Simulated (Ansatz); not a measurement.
## Molecular dynamics of ClF₂H₃OSi

input.yaml

```yaml
crystal:
  periodic: [false, false, false]
  atoms:
    - { symbol: Si, position_ang: [-0.027266, 0.250532, 0.033394] }
    - { symbol: O, position_ang: [-0.200428, 0.259933, 1.789398] }
    - { symbol: H, position_ang: [-0.374457, -0.42988, 2.422614] }
    - { symbol: F, position_ang: [1.370334, -0.278528, -0.529317] }
    - { symbol: Cl, position_ang: [-1.149941, 1.455404, -1.184584] }
    - { symbol: F, position_ang: [-0.867707, -1.119445, -0.112487] }
    - { symbol: H, position_ang: [0.774251, 1.603911, 0.64809] }
    - { symbol: H, position_ang: [0.489813, 1.154176, 1.591092] }
basis:
  gaussian: { orbitals: def2-SVP }
hamiltonian:
  xc: hf
md:
  timestep: 0.5
  n_steps: 200
  ensemble: nve
  temperature: 300.0
  initial_velocities: maxwell_boltzmann
  seed: 9246
```

Launched with:

```bash
$ ansatz run input.yaml --threads 1 --pin off --max-ram 2048MiB --backend cpu --events-out ev --progress --plain --runs-dir out
```

It starts at the highest image of a converged band. Of that band: Neighbouring images differ by up to 2.4 eV, so the band resolves the path poorly. A vibrational analysis at the climbing image gives one clearly imaginary mode, 1871i cm⁻¹: a first-order saddle point.

Output, in part (one step line in 3, the closing report, with atoms numbered from 0):

```
md step     0: t =     0.00 fs  T =   300.0 K  F+E_penalty+E_count = -27852.39026888 eV  E_kin = 0.232668 eV  conserved = -27852.15760088 eV  (34 SCF iters)
md step     3: t =     1.50 fs  T =   275.2 K  F+E_penalty+E_count = -27852.37045317 eV  E_kin = 0.213400 eV  conserved = -27852.15705356 eV  (34 SCF iters)
md step     6: t =     3.00 fs  T =   270.6 K  F+E_penalty+E_count = -27852.36672309 eV  E_kin = 0.209860 eV  conserved = -27852.15686357 eV  (34 SCF iters)
md step     9: t =     4.50 fs  T =   323.7 K  F+E_penalty+E_count = -27852.40792377 eV  E_kin = 0.251024 eV  conserved = -27852.15689938 eV  (34 SCF iters)
md step    12: t =     6.00 fs  T =   456.9 K  F+E_penalty+E_count = -27852.51044260 eV  E_kin = 0.354359 eV  conserved = -27852.15608322 eV  (34 SCF iters)
md step    15: t =     7.50 fs  T =   756.6 K  F+E_penalty+E_count = -27852.74550693 eV  E_kin = 0.586768 eV  conserved = -27852.15873882 eV  (34 SCF iters)
md step    18: t =     9.00 fs  T =   976.8 K  F+E_penalty+E_count = -27852.91428081 eV  E_kin = 0.757562 eV  conserved = -27852.15671883 eV  (33 SCF iters)
md step    21: t =    10.50 fs  T =  1460.2 K  F+E_penalty+E_count = -27853.29209714 eV  E_kin = 1.132440 eV  conserved = -27852.15965748 eV  (33 SCF iters)
md step    24: t =    12.00 fs  T =  1896.6 K  F+E_penalty+E_count = -27853.63015382 eV  E_kin = 1.470959 eV  conserved = -27852.15919509 eV  (33 SCF iters)
md step    27: t =    13.50 fs  T =  2165.4 K  F+E_penalty+E_count = -27853.83571186 eV  E_kin = 1.679374 eV  conserved = -27852.15633790 eV  (23 SCF iters)
md step    30: t =    15.00 fs  T =  2614.7 K  F+E_penalty+E_count = -27854.18881207 eV  E_kin = 2.027855 eV  conserved = -27852.16095757 eV  (33 SCF iters)
md step    33: t =    16.50 fs  T =  2735.0 K  F+E_penalty+E_count = -27854.27743267 eV  E_kin = 2.121134 eV  conserved = -27852.15629897 eV  (33 SCF iters)
md step    36: t =    18.00 fs  T =  3004.5 K  F+E_penalty+E_count = -27854.49142375 eV  E_kin = 2.330137 eV  conserved = -27852.16128647 eV  (33 SCF iters)
md step    39: t =    19.50 fs  T =  3052.5 K  F+E_penalty+E_count = -27854.52564993 eV  E_kin = 2.367380 eV  conserved = -27852.15826977 eV  (34 SCF iters)
md step    42: t =    21.00 fs  T =  3017.5 K  F+E_penalty+E_count = -27854.49731071 eV  E_kin = 2.340265 eV  conserved = -27852.15704589 eV  (34 SCF iters)
md step    45: t =    22.50 fs  T =  3085.7 K  F+E_penalty+E_count = -27854.55445263 eV  E_kin = 2.393158 eV  conserved = -27852.16129498 eV  (37 SCF iters)
md step    48: t =    24.00 fs  T =  2867.8 K  F+E_penalty+E_count = -27854.37901639 eV  E_kin = 2.224163 eV  conserved = -27852.15485348 eV  (38 SCF iters)
md step    51: t =    25.50 fs  T =  2955.1 K  F+E_penalty+E_count = -27854.45292460 eV  E_kin = 2.291884 eV  conserved = -27852.16104053 eV  (37 SCF iters)
md step    54: t =    27.00 fs  T =  2888.0 K  F+E_penalty+E_count = -27854.39611651 eV  E_kin = 2.239779 eV  conserved = -27852.15633784 eV  (37 SCF iters)
md step    57: t =    28.50 fs  T =  3057.1 K  F+E_penalty+E_count = -27854.52794608 eV  E_kin = 2.370987 eV  conserved = -27852.15695952 eV  (37 SCF iters)
md step    60: t =    30.00 fs  T =  3369.8 K  F+E_penalty+E_count = -27854.77507655 eV  E_kin = 2.613507 eV  conserved = -27852.16156932 eV  (22 SCF iters)
md step    63: t =    31.50 fs  T =  3403.3 K  F+E_penalty+E_count = -27854.79475006 eV  E_kin = 2.639491 eV  conserved = -27852.15525891 eV  (25 SCF iters)
md step    66: t =    33.00 fs  T =  3636.2 K  F+E_penalty+E_count = -27854.98218960 eV  E_kin = 2.820084 eV  conserved = -27852.16210530 eV  (27 SCF iters)
md step    69: t =    34.50 fs  T =  3470.6 K  F+E_penalty+E_count = -27854.84836120 eV  E_kin = 2.691657 eV  conserved = -27852.15670391 eV  (36 SCF iters)
md step    72: t =    36.00 fs  T =  3446.5 K  F+E_penalty+E_count = -27854.83092011 eV  E_kin = 2.672975 eV  conserved = -27852.15794473 eV  (26 SCF iters)
md step    75: t =    37.50 fs  T =  3396.3 K  F+E_penalty+E_count = -27854.79523047 eV  E_kin = 2.634013 eV  conserved = -27852.16121730 eV  (26 SCF iters)
md step    78: t =    39.00 fs  T =  3137.8 K  F+E_penalty+E_count = -27854.58873617 eV  E_kin = 2.433548 eV  conserved = -27852.15518847 eV  (27 SCF iters)
md step    81: t =    40.50 fs  T =  3154.7 K  F+E_penalty+E_count = -27854.60767031 eV  E_kin = 2.446680 eV  conserved = -27852.16099014 eV  (34 SCF iters)
md step    84: t =    42.00 fs  T =  2883.8 K  F+E_penalty+E_count = -27854.39236024 eV  E_kin = 2.236559 eV  conserved = -27852.15580093 eV  (23 SCF iters)
md step    87: t =    43.50 fs  T =  2897.1 K  F+E_penalty+E_count = -27854.40493808 eV  E_kin = 2.246848 eV  conserved = -27852.15808964 eV  (34 SCF iters)
md step    90: t =    45.00 fs  T =  2884.2 K  F+E_penalty+E_count = -27854.39701559 eV  E_kin = 2.236845 eV  conserved = -27852.16017107 eV  (32 SCF iters)
md step    93: t =    46.50 fs  T =  2808.1 K  F+E_penalty+E_count = -27854.33427750 eV  E_kin = 2.177886 eV  conserved = -27852.15639105 eV  (34 SCF iters)
md step    96: t =    48.00 fs  T =  2963.0 K  F+E_penalty+E_count = -27854.45832358 eV  E_kin = 2.297946 eV  conserved = -27852.16037773 eV  (33 SCF iters)
md step    99: t =    49.50 fs  T =  2863.7 K  F+E_penalty+E_count = -27854.37702996 eV  E_kin = 2.221003 eV  conserved = -27852.15602666 eV  (34 SCF iters)
md step   102: t =    51.00 fs  T =  3020.2 K  F+E_penalty+E_count = -27854.50167881 eV  E_kin = 2.342356 eV  conserved = -27852.15932242 eV  (34 SCF iters)
md step   105: t =    52.50 fs  T =  2994.1 K  F+E_penalty+E_count = -27854.48165432 eV  E_kin = 2.322082 eV  conserved = -27852.15957229 eV  (32 SCF iters)
md step   108: t =    54.00 fs  T =  2902.5 K  F+E_penalty+E_count = -27854.40965085 eV  E_kin = 2.251048 eV  conserved = -27852.15860322 eV  (37 SCF iters)
md step   111: t =    55.50 fs  T =  2839.0 K  F+E_penalty+E_count = -27854.36149034 eV  E_kin = 2.201811 eV  conserved = -27852.15967931 eV  (37 SCF iters)
md step   114: t =    57.00 fs  T =  2578.6 K  F+E_penalty+E_count = -27854.15564281 eV  E_kin = 1.999839 eV  conserved = -27852.15580416 eV  (38 SCF iters)
md step   117: t =    58.50 fs  T =  2635.8 K  F+E_penalty+E_count = -27854.20354022 eV  E_kin = 2.044204 eV  conserved = -27852.15933588 eV  (37 SCF iters)
md step   120: t =    60.00 fs  T =  2589.3 K  F+E_penalty+E_count = -27854.16535560 eV  E_kin = 2.008137 eV  conserved = -27852.15721829 eV  (37 SCF iters)
md step   123: t =    61.50 fs  T =  2733.1 K  F+E_penalty+E_count = -27854.27948391 eV  E_kin = 2.119695 eV  conserved = -27852.15978885 eV  (38 SCF iters)
md step   126: t =    63.00 fs  T =  2853.3 K  F+E_penalty+E_count = -27854.37179421 eV  E_kin = 2.212896 eV  conserved = -27852.15889782 eV  (37 SCF iters)
md step   129: t =    64.50 fs  T =  2844.4 K  F+E_penalty+E_count = -27854.36267236 eV  E_kin = 2.205988 eV  conserved = -27852.15668407 eV  (23 SCF iters)
md step   132: t =    66.00 fs  T =  2997.0 K  F+E_penalty+E_count = -27854.48511477 eV  E_kin = 2.324386 eV  conserved = -27852.16072860 eV  (22 SCF iters)
md step   135: t =    67.50 fs  T =  2866.6 K  F+E_penalty+E_count = -27854.37916968 eV  E_kin = 2.223208 eV  conserved = -27852.15596217 eV  (38 SCF iters)
md step   138: t =    69.00 fs  T =  2949.6 K  F+E_penalty+E_count = -27854.44842910 eV  E_kin = 2.287624 eV  conserved = -27852.16080500 eV  (38 SCF iters)
md step   141: t =    70.50 fs  T =  2895.3 K  F+E_penalty+E_count = -27854.40293192 eV  E_kin = 2.245482 eV  conserved = -27852.15744975 eV  (38 SCF iters)
md step   144: t =    72.00 fs  T =  2892.3 K  F+E_penalty+E_count = -27854.39968470 eV  E_kin = 2.243122 eV  conserved = -27852.15656228 eV  (38 SCF iters)
md step   147: t =    73.50 fs  T =  3075.7 K  F+E_penalty+E_count = -27854.54641319 eV  E_kin = 2.385423 eV  conserved = -27852.16099012 eV  (38 SCF iters)
md step   150: t =    75.00 fs  T =  3006.9 K  F+E_penalty+E_count = -27854.48683639 eV  E_kin = 2.332061 eV  conserved = -27852.15477500 eV  (38 SCF iters)
md step   153: t =    76.50 fs  T =  3229.0 K  F+E_penalty+E_count = -27854.66591714 eV  E_kin = 2.504305 eV  conserved = -27852.16161232 eV  (37 SCF iters)
md step   156: t =    78.00 fs  T =  3185.7 K  F+E_penalty+E_count = -27854.62756525 eV  E_kin = 2.470674 eV  conserved = -27852.15689094 eV  (36 SCF iters)
md step   159: t =    79.50 fs  T =  3247.9 K  F+E_penalty+E_count = -27854.67615563 eV  E_kin = 2.518934 eV  conserved = -27852.15722188 eV  (34 SCF iters)
md step   162: t =    81.00 fs  T =  3386.1 K  F+E_penalty+E_count = -27854.78766803 eV  E_kin = 2.626148 eV  conserved = -27852.16152037 eV  (34 SCF iters)
md step   165: t =    82.50 fs  T =  3239.5 K  F+E_penalty+E_count = -27854.66702153 eV  E_kin = 2.512396 eV  conserved = -27852.15462563 eV  (34 SCF iters)
md step   168: t =    84.00 fs  T =  3375.2 K  F+E_penalty+E_count = -27854.77945426 eV  E_kin = 2.617647 eV  conserved = -27852.16180772 eV  (33 SCF iters)
md step   171: t =    85.50 fs  T =  3168.4 K  F+E_penalty+E_count = -27854.61371858 eV  E_kin = 2.457285 eV  conserved = -27852.15643330 eV  (34 SCF iters)
md step   174: t =    87.00 fs  T =  3136.1 K  F+E_penalty+E_count = -27854.58978642 eV  E_kin = 2.432237 eV  conserved = -27852.15754950 eV  (34 SCF iters)
md step   177: t =    88.50 fs  T =  3142.2 K  F+E_penalty+E_count = -27854.59798413 eV  E_kin = 2.436951 eV  conserved = -27852.16103277 eV  (33 SCF iters)
md step   180: t =    90.00 fs  T =  2980.5 K  F+E_penalty+E_count = -27854.46622365 eV  E_kin = 2.311529 eV  conserved = -27852.15469433 eV  (34 SCF iters)
md step   183: t =    91.50 fs  T =  3167.8 K  F+E_penalty+E_count = -27854.61771477 eV  E_kin = 2.456784 eV  conserved = -27852.16093046 eV  (33 SCF iters)
md step   186: t =    93.00 fs  T =  3090.2 K  F+E_penalty+E_count = -27854.55269860 eV  E_kin = 2.396605 eV  conserved = -27852.15609401 eV  (34 SCF iters)
md step   189: t =    94.50 fs  T =  3248.5 K  F+E_penalty+E_count = -27854.67791983 eV  E_kin = 2.519395 eV  conserved = -27852.15852467 eV  (34 SCF iters)
md step   192: t =    96.00 fs  T =  3300.0 K  F+E_penalty+E_count = -27854.72052983 eV  E_kin = 2.559311 eV  conserved = -27852.16121918 eV  (33 SCF iters)
md step   195: t =    97.50 fs  T =  3118.9 K  F+E_penalty+E_count = -27854.57593671 eV  E_kin = 2.418925 eV  conserved = -27852.15701154 eV  (23 SCF iters)
md step   198: t =    99.00 fs  T =  3043.8 K  F+E_penalty+E_count = -27854.52147656 eV  E_kin = 2.360663 eV  conserved = -27852.16081319 eV  (23 SCF iters)
md step   200: t =   100.00 fs  T =  2770.4 K  F+E_penalty+E_count = -27854.30572360 eV  E_kin = 2.148649 eV  conserved = -27852.15707437 eV  (29 SCF iters)
Total energy: -27854.30572360 eV, -1023.6268550159 hartree
Atom 0 at    -0.146624    -0.038894     0.065186 Å, force    -5.605765     1.295877     2.078313 eV/Å
Atom 1 at    -0.690656     0.038665     1.615554 Å, force     1.466160     0.030712    -0.947427 eV/Å
Atom 2 at    -0.824188     0.836401     2.090043 Å, force    -0.018277     0.354073     0.165289 eV/Å
Atom 3 at     1.258303    -0.439182    -0.271970 Å, force     4.540543     0.521367    -0.451698 eV/Å
Atom 4 at    -1.144043     1.476781    -0.930121 Å, force     1.155084    -0.157267     0.138078 eV/Å
Atom 5 at    -0.826908    -1.334792    -0.418553 Å, force    -1.537768    -2.044777    -0.982528 eV/Å
Atom 6 at     6.774976     9.344598    -1.753421 Å, force     1.181147     2.078461    -0.229721 eV/Å
Atom 7 at     7.180418    10.058120    -1.832214 Å, force    -1.181124    -2.078446     0.229694 eV/Å
Dipole moment:     0.183133     0.544036     0.313409 e Å
```

All steps were run. The conserved energy stayed within 0.59 meV per atom of its start (net change 0.066 meV per atom), so the integration is sound. The kinetic energy rose, since the run started high on the potential surface and went downhill. It ends in pieces (ClF2HOSi + H2), so much of that is their flight and rotation, not heat. A run of 0.1 ps of so small a system gives no equilibrium averages. The orbitals stay closed-shell, which can raise the energy where a bond breaks towards radicals; this wasn't checked here.

Between its relaxed ends the band would form Si1–H7, O2–H8 and break Si1–O2, H7–H8. These pairs go: Si1–H7 1.69 → 11.80 Å, O2–H8 1.15 → 13.20 Å, Si1–O2 1.76 → 1.64 Å, H7–H8 1.08 → 0.82 Å. In the last frame they stand as before the step (other bonds may differ from the relaxed reactants and products). It ends as ClF2HOSi + H2. Pairs count as bonded within 1.25 times the sum of covalent radii (0.12 Å more for H–H).

Last frame:

```xyz
8
Properties=species:S:1:pos:R:3
Si -0.147 -0.039 0.065
O -0.691 0.039 1.616
H -0.824 0.836 2.090
F 1.258 -0.439 -0.272
Cl -1.144 1.477 -0.930
F -0.827 -1.335 -0.419
H 6.775 9.345 -1.753
H 7.180 10.058 -1.832
```

Run time: 4.7 min on 1 thread of Intel(R) Xeon(R) Platinum 8488C (Sapphire Rapids), on a shared host, peak memory 0.19 GiB.
